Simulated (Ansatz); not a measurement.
`CC(C)(C)[CH2][In]([Cl])[Cl]` + `[NH]=[Nb]([F])([F])[F]` → `CC(C)(C)[N]=[Nb]([F])([F])[F]` + `[CH3][In]([Cl])[Cl]`  (substitution at a C–C bond)

Gas-phase electronic energies from Ansatz, PBE0-D4/def2-TZVP geometries. CCSD(T)/CBS is the MP2 limit (def2-TZVPP, def2-QZVPP) plus CCSD(T) − MP2 in def2-TZVPP, frozen cores. def2 core potentials past Kr. For In, Nb outer-core shells are correlated without core-valence functions, which leaves a few kJ/mol of doubt a bond. Each species was taken in one conformer, which may not be the lowest.

```json
{"species": "`CC(C)(C)[CH2][In]([Cl])[Cl]`", "CCSD(T)/CBS(def2) energy (Eh)": "-1306.38866"}
{"species": "`[NH]=[Nb]([F])([F])[F]`", "CCSD(T)/CBS(def2) energy (Eh)": "-411.81200"}
{"species": "`CC(C)(C)[N]=[Nb]([F])([F])[F]`", "CCSD(T)/CBS(def2) energy (Eh)": "-568.86784"}
{"species": "`[CH3][In]([Cl])[Cl]`", "CCSD(T)/CBS(def2) energy (Eh)": "-1149.33784"}
```

(1) Work out ΔE.

Largest T1 diagnostic among the species: 0.021, so the coupled-cluster value is less sure than usual.

Results:

(1) ΔE = (-568.86784) + (-1149.33784) − (-1306.38866) − (-411.81200) = -0.00502 Eh = -13.2 kJ/mol.

At CCSD(T), def2-SVP lies −8.3 kJ/mol from the extrapolated value and def2-TZVPP −2.2 kJ/mol. In def2-TZVPP, CCSD(T) changes the Hartree–Fock value by +15.5 kJ/mol (the triples alone add +1.0 kJ/mol) and MP2 by +5.5 kJ/mol. Leaving LDA and LC-ωPBE aside and taking each functional with its dispersion term where it has one, the values, not all of them listed here, spread over 15.4 kJ/mol, from B2PLYP to ωB97M-V. LDA lies +11.0 kJ/mol from PBE without D4.
